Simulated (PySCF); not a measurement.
# What a mistake does to a calculation on AlBCH7Si

All numbers below are calculated, not measured. They come from PySCF 2.14.0, an open-source quantum chemistry program, on an isolated molecule that a program drew, which may never have been made. The molecule is AlBCH7Si (charge 0, doublet), drawn as the SMILES string `B[C]([AlH2])[SiH3]`.

Each row is a Hartree-Fock (HF) and frozen-core CCSD(T) single point in the cc-pV(D+d)Z basis, meant for a local HF minimum. Run 1 is clean. Each other run has one planted mistake out of seven kinds, and not every kind appears here: one electron removed, one electron added, multiplicity raised by two, geometry at a saddle point, minimal basis STO-3G, one bond length entered in bohr, all coordinates scaled. The reference is restricted for singlets and unrestricted otherwise, and also for a bond in bohr. Adding or removing an electron swaps singlet and doublet. Electrons count all cores. HOMO and LUMO are orbital energies over both spins, the gradient is its largest component, and the lowest frequency (negative if imaginary) is given only where the gradient is small. Bond lengths are over the 10 bonds as drawn. T1 is the CCSD diagnostic: over 0.02 (restricted) or 0.045 (unrestricted) a single reference is doubtful.

Geometry of the clean run:
```xyz
11
AlBCH7Si, angstrom
B    -3.9813   -0.3501   -0.5688
C    -2.5104   -0.3426   -0.1438
Al   -1.8993   -1.6364    1.1832
Si   -1.3413    0.9064   -0.9034
H    -4.3571   -1.0303   -1.4897
H    -4.7990    0.3147    0.0157
H    -2.9226   -2.6754    1.7908
H    -0.3894   -1.6342    1.6388
H     0.0355    0.7286   -0.3888
H    -1.7864    2.2856   -0.5859
H    -1.3129    0.7566   -2.3790
```

| run | electrons | basis functions | <S^2> | HOMO (eV) | LUMO (eV) | gradient (hartree/bohr) | lowest frequency (cm^-1) | mean bond (Å) | longest bond (Å) | T1 | HF (hartree) | CCSD(T) (hartree) | mistake |
|---|---|---|---|---|---|---|---|---|---|---|---|---|---|
| 1 | 45 | 109 | 0.759 | -9.76 | 0.35 | 2.2e-05 | 27 | 1.5369 | 1.952 | 0.0168 | -597.43413 | -597.87809 | no fault |
| 2 | 45 | 109 | 3.771 | -5.72 | -2.19 | 1.0e-01 | - | 1.5369 | 1.952 | 0.0305 | -597.23625 | -597.68046 | multiplicity raised by two |
| 3 | 45 | 109 | 0.759 | -9.81 | 0.34 | 2.4e-02 | - | 1.4785 | 1.877 | 0.0168 | -597.42021 | -597.86265 | ? |
| 4 | 45 | 35 | 0.766 | -7.36 | 6.83 | 4.2e-02 | - | 1.5369 | 1.952 | 0.0128 | -590.41673 | -590.61921 | ? |

**Which mistake was planted in run 3, and what did it cost?**

The mean and the longest bond both change by the same factor, 0.962, and the gradient is no longer small. So the mistake is: all coordinates scaled. Subtracting run 1 and multiplying by 627.51 kcal/mol a hartree, the energy moved by 8.7 kcal/mol in HF and 9.7 kcal/mol in CCSD(T).

**Which mistake was planted in run 4, and what did it cost?**

It has 35 basis functions where the clean run has 109, with the same electrons and geometry. So the mistake is: minimal basis STO-3G. Subtracting run 1 and multiplying by 627.51 kcal/mol a hartree, the energy moved by 4403.5 kcal/mol in HF and 4555.0 kcal/mol in CCSD(T).

